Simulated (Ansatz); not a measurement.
`[ZnH2]` → 2 H• + Zn (atom)  (atomization)

Gas-phase electronic energies from Ansatz, PBE0-D4/def2-TZVP geometries. CBS: MP2 limit from def2 TZ/QZ plus the TZ coupled-cluster correction, frozen cores. This one scheme is used for every species, atoms too. Functionals use def2-TZVPP. No spin–orbit coupling; open shells (•) take unrestricted orbitals. Bonds to Zn are less sure, by a few kJ/mol each and by 10 to 20 or more in all where they break to atoms, as the def2 sets lack core-valence functions. Scalar relativity is left out up to krypton.

| level | ΔE (kJ/mol) |
| --- | --- |
| PBE-D4 | 423.4 |
| r2SCAN-D4 | 452.9 |
| B97M-V | 450.4 |
| BHLYP | 431.4 |

Problem. What does CCSD(T)/CBS give? (An estimate is asked.)

Solution. Computed: +438.2 kJ/mol. The listed levels differ from it by -14.8, 14.7, 12.2, -6.8 kJ/mol.

Problem. What do rigid-rotor, harmonic-oscillator terms from PBE0-D4/def2-TZVP frequencies (298.15 K, 1 bar) make of the CCSD(T)/CBS value? (Best estimate.)

Solution. Computed: ΔZPE = -30.5 kJ/mol, ΔH = +416.9 kJ/mol, ΔS = 189 J/(mol·K), ΔG = +360.4 kJ/mol. Open shells count their whole term as degenerate.

Largest T1 diagnostic among the species: 0.017.

From PBE to PBE0 (25 % exact exchange), in def2-TZVPP and without D4, ΔE moves by +6.3 kJ/mol. The D4 term adds +3.8 kJ/mol with B3LYP and +1.9 kJ/mol with PBE0; it sums over pairs of atoms, weighted by their polarisabilities, and B3LYP, whose exchange is more repulsive, gets the larger term. Leaving LDA and LC-ωPBE aside and taking each functional with its dispersion term where it has one, the values, not all of them listed here, spread over 34.4 kJ/mol, from revPBE-D4 to ωB97X-V. LDA lies +68.3 kJ/mol from PBE without D4, its usual overbinding.

B3LYP here is the variant with VWN-RPA as its local correlation; programs differ in this.

For atomizations the MP2-based limit and the directly extrapolated one differ by several kJ/mol either way, and by 10 to 25 for some Ge, Se and Sn compounds, so smaller differences from it don't rank the levels.
